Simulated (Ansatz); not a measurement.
One geometry of WS₂O₂H₂⁻, that is WS2(OH)2 with one electron more, several levels of theory.

```yaml
crystal:
  periodic: [false, false, false]
  atoms:
    - {symbol: W, position_ang: [0.244788, 0.002110, 0.172692]}
    - {symbol: S, position_ang: [0.254684, -0.204327, 2.305804]}
    - {symbol: S, position_ang: [2.254651, 0.225946, -0.536668]}
    - {symbol: O, position_ang: [-0.758094, 1.528985, -0.271737]}
    - {symbol: H, position_ang: [-0.491400, 2.191464, -0.925405]}
    - {symbol: O, position_ang: [-0.492014, -1.540281, -0.609974]}
    - {symbol: H, position_ang: [-1.012615, -2.203898, -0.134722]}
basis:
  gaussian: {orbitals: def2-TZVPD, initial_orbitals: start.molden}
total_charge: -1
magnetization: {spin_polarized: true, initial_magnetization: 1}
hamiltonian: {xc: pbe0, dispersion: d4}
scf: {omitted_lower_state_checks: [starts]}
output: {orbitals: {seedname: orbitals}}
```

The file start.molden holds the orbitals of an earlier run on this structure, at another level or in another basis.

```sh
$ ansatz run in.yaml --threads 4 --pin off --events-out ev --progress --plain --max-ram 3916MiB
```

It prints (some lines left out):

```
Functional definition: PBE0
1516 factors; their error is unknown
mean field evaluation 1: about -27615.4337 eV, gradient 1.3e2 eV
mean field evaluation 2: about -27619.5977 eV, gradient 5.5e0 eV
mean field evaluation 4: about -27620.0089 eV, gradient 1.4e-2 eV
mean field evaluation 8: about -27620.0930 eV, gradient 1.3e-5 eV
mean field -27620.09295818 eV, -1015.0196946417 hartree, gradient 9.5e-6 eV, S^2 0.755609; 0 other end points of the search recorded, 0 dependent functions left out
reference -27620.09300939 eV, -1015.0196965235 hartree; 33, 32 occupied and 200, 201 virtual orbitals, 1516 factors
Total energy: -27620.31991463 eV, -1015.0280351373 hartree
Checks for a lower state left out: starts
```

It took 24 s on 4 threads of Arm Neoverse V2 on a shared host, peak host memory 1.4 GiB.

The first input with `hamiltonian: {xc: r2scan, dispersion: d4}` (abridged; 15 s):

```
Functional definition: r2SCAN
mean field -27630.17046072 eV, -1015.3900360292 hartree, gradient 1.5e-5 eV, S^2 0.756112
Total energy: -27630.23001180 eV, -1015.3922244912 hartree
Checks for a lower state left out: starts
```

As the first input, with `hamiltonian: {xc: pbe, dispersion: d4}` (abridged; 7 s):

```
Functional definition: PBE
mean field -27620.30510157 eV, -1015.0274907675 hartree, gradient 1.9e-5 eV, S^2 0.752874
Total energy: -27620.56808228 eV, -1015.0371551302 hartree
Checks for a lower state left out: starts
```

Geometry: r2SCAN-D4/def2-SVP, that of the neutral singlet.

In the def2 sets W takes a core potential; there is no spin–orbit coupling. At PBE0-D4/def2-TZVPD, r2SCAN-D4/def2-TZVPD, PBE-D4/def2-TZVPD the highest occupied level of the charge -1 doublet lies above zero (up to 1.54 eV). By energy differences its removal costs 0.88 eV (vertical, to the charge 0 singlet, at PBE-D4/def2-TZVPD); a positive level beside a positive removal energy at the same level points to self-interaction error.
